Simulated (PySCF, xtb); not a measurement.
C5H8Si, SMILES C#CC(=C)[SiH2]C.

GFN2-xTB (xtb) at its own geometry gives an orbital gap of 3.87 eV and a dipole moment of 0.60 D.

Coordinates come from a B3LYP-D3(BJ)/def2-SVP optimisation. This is a generated structure with no PubChem entry under its InChIKey; it may be hypothetical. One conformer was computed; it need not be the lowest.

**Question.** What does PBE/def2-TZVP (PySCF) give? (The exact figures need the calculation; the answer reports its results.)

**Answer.** gap 4.01 eV (levels -6.15 and -2.14 eV), dipole 0.62 D.
